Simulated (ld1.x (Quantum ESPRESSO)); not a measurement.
# What one change does to a pseudopotential (boron (B), TM semilocal)

ld1.x (Quantum ESPRESSO) 7.5 input, shortened:

```
&input
   title='B', zed=5., rel=1, dft='PZ', iswitch=3,
   config='[He] 2s1.75 2p1.25'
 /
 &inputp
   pseudotype=1, tm=.true., lloc=0,
   nlcc=.true., rcore=0.55
 /
2
2P  2  1   1.25   0.00  2.80  2.80  0.0
2S  1  0   1.75   0.00  1.05  1.05  0.0
 &test
   configts(1)='2s1.75 2p1.25'
 /
```

Change: wave 2p (bound): rc 2.80 bohr becomes 2p (bound): rc 3.84 bohr.

Cutoffs: the cutoffs (Ry, on a coarse ladder) from which the occupation-weighted sum of valence levels, in a spherical-Bessel basis at the reference potential, stays within 10 and 1 mRy of its value at 400 Ry; they do not see the model core or the augmentation charge, which bear on the density cutoff. Errors are all-electron minus pseudo energies relative to the spin-unpolarised reference configuration.

Task: How do hardness, ghosts and transferability respond?

Result: The potential gets neither clearly harder nor softer (40 Ry and 90 Ry → 40 Ry and 90 Ry); the s channel sets the loose cutoff, while the largest relative change is in p, which becomes softer; of the 9 tests that both files solve, the error grows in 7 and shrinks in 2 by more than 15 % and 0.3 meV (median size 13.4 → 22.5 meV); neither file shows a bound ghost. A semilocal file is local in each channel, so a ghost entry of none says nothing of the separable form that plane-wave codes build from it.

| quantity | base | changed |
| --- | --- | --- |
| cutoff, loose | 40 Ry | 40 Ry |
| cutoff, tight | 90 Ry | 90 Ry |
| loose cutoff by channel (10 mRy a level) | p 12 Ry, s 18 Ry | p 8 Ry, s 18 Ry |
| bound ghosts | none | none |
| error for 2s2 2p1, meV [ΔE -1.42 eV] | -0.5 | -2.5 |
| error for 2s2 2p0, meV [ΔE 6.91 eV] | +81 | +231 |
| error for 2s1 2p0, meV [ΔE 32.21 eV] | +255 | +686 |
| error for 2s2 2p0.5, meV [ΔE 1.52 eV] | +13 | +42 |
| error for 2s0 2p3, meV [ΔE 9.98 eV] | -23 | -121 |
| error for 2s1 2p2, meV [ΔE 4.27 eV] | -4.4 | -23 |
| error for 2s2 2p1.3, meV [ΔE -2.19 eV] | -2.1 | -7.2 |
| error for 2s1.75 2p1.25 (spin-polarised), meV [ΔE -0.56 eV] | +16 | +0.6 |
| error for 2s2 2p1 (spin-polarised), meV [ΔE -1.65 eV] | +5.3 | -3.3 |
